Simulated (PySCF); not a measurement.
Computed IR spectrum (relative IR intensity) of a molecule CH₇FOSi₂. Geometry: B3LYP-D3(BJ)/def2-SVP. Other conformers were not sampled. All values below come from B3LYP-D3(BJ)/def2-SVP (PySCF 2.14.0). Frequencies are harmonic and unscaled.

Lines under 2 % of the strongest are left out, and lines within 2 cm⁻¹ are merged.

```csv
ν (cm⁻¹),relative intensity
497,2.7
743,12
751,19
865,6.0
900,100
958,29
968,55
1012,44
1059,11
1110,86
2220,30
2232,76
2245,19
3022,3.9
3077,3.9
```

Problem. Which structure fits?
A) FC[SiH2]O[SiH3]
B) C[Si@@H](F)[SiH2]O
C) CO[Si@@H](F)[SiH3]
D) F[SiH2]OC[SiH3]

Solution. A, FC[SiH2]O[SiH3]
